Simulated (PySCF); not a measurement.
## Excitation energy of Ni²⁺ by level of theory

Ni²⁺ [Ar] 3d8 (3F) → Ni²⁺ [Ar] 3d7 4s1 (5F), as a difference of total energies. Calculation: PySCF 2.14, in aug-cc-pVDZ-DK (7s6p4d2f, 59 functions); the spin-free X2C one-electron Hamiltonian (Gaussian nucleus). Correlated levels: valence: [Ar] frozen. The calculations carry no spin-orbit coupling.

```json
{"method": "UHF", "excitation energy (eV)": "5.292"}
{"method": "LDA", "excitation energy (eV)": "6.803"}
{"method": "PBE", "excitation energy (eV)": "6.639"}
{"method": "PBE0", "excitation energy (eV)": "6.539"}
{"method": "r2SCAN", "excitation energy (eV)": "6.591"}
{"method": "MN15", "excitation energy (eV)": "7.724"}
{"method": "r2SCAN0", "excitation energy (eV)": "6.478"}
{"method": "revPBE", "excitation energy (eV)": "6.682"}
{"method": "BHandHLYP", "excitation energy (eV)": "6.322"}
{"method": "MP2 (valence)", "excitation energy (eV)": "6.793"}
{"method": "SCS-MP2 (valence)", "excitation energy (eV)": "6.883"}
```

Q: How much does correlation contribute at MP2 (valence)?

A: 6.793 − (5.292) = 1.501 eV, measured against UHF.

A first-order spin-orbit estimate (lowest level to lowest level, LS coupling) adds -0.012 eV.
